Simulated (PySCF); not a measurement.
Coordinates in bohr (charge 0 multiplicity 1):
```
B     0.0000    0.0000    0.0000
F     2.4870    0.0000    0.0000
F    -1.2435    2.1538    0.0000
F    -1.2435   -2.1538    0.0000
```

Level of theory: wB97X in PySCF with B def2-TZVP, F def2-TZVP; no relativity; density-fitted integrals.

This geometry of BF3 is a stationary point at this level.

Q: What is the point group?

A: D3h.

Q: Is it a minimum?

A: Yes: all harmonic wavenumbers are real.

Q: Which band is strongest in the infrared?

A: 1455 cm⁻¹ (e'), 899 km/mol.

Q: Give the ideal-gas entropy at 298.15 K and 1 bar by parts.

A: translation 161.5, rotation 85.1, vibration 8.3, spin 0.0; total 254.9 J/(mol K).

Q: What is the atomisation energy, with and without zero-point energy?

A: 1951 kJ/mol without, 1918 kJ/mol with.
